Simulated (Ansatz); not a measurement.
Species: C$_{2}$HO, charge 0, doublet. C2HO (SMILES C#C[O], doublet).
B3LYP-D3(BJ)/def2-TZVP minimum from Ansatz (a quantum-chemistry and plane-wave program):
```xyz
4

C      1.2163    -0.0661    -0.3300
C     -0.0160    -0.0137     0.0400
O     -1.1687     0.1087     0.2066
H      2.1478    -0.3907     0.0874
```
Charge 0, spin multiplicity 2.

Total energies in cc-pVTZ, 15 correlated electrons, 3 frozen orbitals. Radicals and triplets start from unrestricted determinants; spin-orbit coupling is neglected. Correlated methods leave the cores frozen. No relativity. The UHF reference of C2HO (C#C[O], doublet) is spin-contaminated (<S^2> up to 0.07 over the pure value in the sets run).

```tsv
method	program	energy (Eh)	minus CCSDT(Q) (mEh)
HF	Ansatz	-151.14021	543.21
MP2	Ansatz	-151.64198	41.44
CCSD	Ansatz	-151.65455	28.87
CCSD(T)	Ansatz	-151.68058	2.84
CCSDT(Q)	Ansatz	-151.68342	0.00
```

Rough core times of Ansatz's runs on a shared machine: CCSD(T) 90 s, CCSDT(Q) 60 min.
